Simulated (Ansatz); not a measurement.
```xyz
11

Si   -1.605    1.170    0.817
Ge    0.268   -0.291    0.580
Si    1.283   -0.820   -1.514
Cl    1.842    0.522    1.835
Cl   -0.315   -2.181    1.473
H    -2.742    0.613    0.041
H    -1.235    2.507    0.288
H    -1.940    1.249    2.258
H     0.265   -1.455   -2.389
H     2.406   -1.751   -1.253
H     1.774    0.436   -2.136
```

Total charge 0; spin multiplicity 1.

**Question.** List the CAM-B3LYP/def2-TZVPP orbital energies in eV (Ansatz 0.2.0). (Best estimate.)

**Answer.** The calculation gave: Occupied: -10853.50, -2764.23, -2764.23, -1801.52, -1801.52, -1357.70, -1208.67, -1208.66, -1208.62, -258.99, -258.99, -198.05, -198.05, -197.90, -197.90, -197.89, -197.89, -172.50, -146.13, -146.13, -122.85, -122.80, -122.69, -101.47, -101.47, -101.44, -101.44, -101.43, -101.43, -36.45, -36.40, -36.28, -36.26, -36.25, -24.76, -24.10, -18.29, -17.34, -15.55, -12.58, -12.17, -12.08, -11.88, -11.70, -11.52, -11.37, -10.58, -10.27, -10.22, -9.01. Lowest empty: -0.09, 0.22, 0.26, 1.61, 1.66, 1.81, 2.17, 2.35.
